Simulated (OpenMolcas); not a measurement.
## Nb²⁺: effect of the active space

```yaml
Program: OpenMolcas
Method: SS-CASPT2 or its RAS form, IPEA 0.25 Eh, imaginary shift 0.1 Eh
Basis: ANO-RCC-VTZP
Scalar_Hamiltonian: DKH2, point nucleus
Spin-orbit_coupling: state interaction with AMFI integrals over the reference wave functions, term energies averaged over their components
```

A. 3 electrons in 5 orbitals (4d); 2S+1 = 4 even, 10 roots; 2S+1 = 2 even, 40 roots; closed shells correlated: 4s 4p; CASPT2 step roughly 8 core-seconds
B. 3 electrons in 6 orbitals (4d 5s); 2S+1 = 4 even, 20 roots; 2S+1 = 2 even, 70 roots; closed shells correlated: 4s 4p; CASPT2 step roughly 30 core-seconds
C. 3 electrons in 9 orbitals (RAS2 4d 5s; RAS3 5p, at most 2 electrons); 2S+1 = 4 even, 20 roots; 2S+1 = 2 even, 70 roots kept (CI in the orbitals of an earlier block); 2S+1 = 4 odd, 45 roots; 2S+1 = 2 odd, 80 roots kept (CI in the orbitals of an earlier block); closed shells correlated: 4s 4p; CASPT2 step about 5 core-minutes
D. 3 electrons in 10 orbitals (4d 5d); 2S+1 = 4 even, 10 roots; 2S+1 = 2 even, 40 roots; closed shells correlated: 4s 4p; CASPT2 step of the order of 8 core-minutes

Energies in cm⁻¹ above 4d³ ⁴F_3/2, the measured ground level; measured values from the list in Shadmi, J. Res. Natl. Bur. Stand. 70A, 435 (1966).

```csv
Level,A,B,C,D,Measured
4d³ ⁴F_3/2,0.0,0.0,0.0,0.0,0.0
4d³ ⁴F_5/2,517,535,537,521,516
4d³ ⁴F_7/2,1182,1221,1224,1190,1177
4d³ ⁴F_9/2,1949,2010,2020,1967,1939
4d³ ⁴P_1/2 [73 %],9100,8920,8850,8740,8664
4d³ ⁴P_3/2 [62 %],9150,8870,8780,8610,8608
4d³ ²G_7/2,9500,9720,9720,9580,9236
4d³ ⁴P_5/2,9920,9870,9800,9870,9594
4d³ ²G_9/2,10040,10300,10310,10180,9804
4d³ ²P_1/2 [73 %],12610,11080,10990,10280,
4d³ ²H_9/2,13040,13610,13680,13610,12916
4d³ ²H_11/2,13360,13960,14040,14000,13264
4d³ ²D_5/2(1),13730,13740,13710,13760,13094
4d³ ²F_7/2,20990,20580,20590,21070,19861
4d³ ²F_5/2,21220,20650,20640,21310,19975
4d³ ²D_5/2(2),33200,33810,33500,33510,
4d³ ²D_3/2(2),33480,34210,33940,33750,
```

Deviations, from unrounded energies. A percentage is the sum of absolute deviations over the sum of measured energies, with the sign that they share, or ± where signs differ.

```json
{"Against measurement": "mean absolute deviation (cm-1)", "Levels": "13", "A": "390", "B": "410", "C": "400", "D": "440"}
{"Against measurement": "fine structure of the ground term (%)", "Levels": "3", "A": "+0.5", "B": "+3.8", "C": "+4.0", "D": "+1.3"}
{"Against measurement": "other terms of the ground configuration (%)", "Levels": "10", "A": "+4.0", "B": "+4.2", "C": "+4.1", "D": "+4.6"}
```

A, B, C lie about equally close to measurement and D furthest from it. The largest miss of A in the table is 4d³ ²F_5/2, by +1200 cm-1. The ranking rests on the paired levels alone, and a cruder setting can come out closer through cancelling errors.

The two smallest mean deviations differ by little beside CASPT2's spread within terms, so their order carries little weight.

Among A to D the level of the table that moves most is 4d³ ²P_1/2 [73 %], by 2300 cm-1 (lowest in D, highest in A). Moves below CASPT2's spread within the term are not significant.

Term energies are means over components that CASPT2 splits; among the terms shown or strongly mixed into the levels shown the widest spread is 930 cm-1 (4d³ ²H, A). Levels of configurations with an s electron are missing; early in the row they begin among the upper levels of the d shell and mix with terms of their name (holds for A). The CASPT2 spread within a term exceeds the gap to the next term for 4d³ ²P and 4d³ ²H, 4d³ ²H and 4d³ ²D(1), so the order of their levels is uncertain (holds for A). Terms from blocks run as CI alone lack orbitals of their own (holds for C). Active for correlation alone: 5d; no level in the range computed is led by a configuration that fills it, so any true level of that kind is missing (holds for D). Measured partners are found by configuration, term and J. A level has none where our copy of the source lacks it or the pairing is in doubt (some pairs that miss far off the trend of their configuration count as doubtful), and it then counts in no deviation. Only configurations of the active space appear. Levels that lie high or do not pair safely by name in every column are left out.

A share in square brackets marks a mixed level and gives the weight of the term that names it, the lowest over the columns. A number in round brackets counts repeated terms of one configuration in the order of the reference energies.
